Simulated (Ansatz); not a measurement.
Name a neutral molecule of C, Ge, O, Sn and H with HOMO–LUMO gap (B3LYP/def2-TZVPP) between 5.20 and 5.50 eV and LUMO energy (B3LYP/def2-TZVPP) between -1.35 and -1.05 eV (Ansatz, PBE0-D4/def2-TZVP geometry).

`[SnH3][GeH]1[CH2][O]1` (5.45 eV, -1.33 eV). Other molecules can fit too; these were computed, each in one conformer that needn't be the lowest.

B3LYP here is the variant with VWN-RPA as its local correlation; programs differ in this.
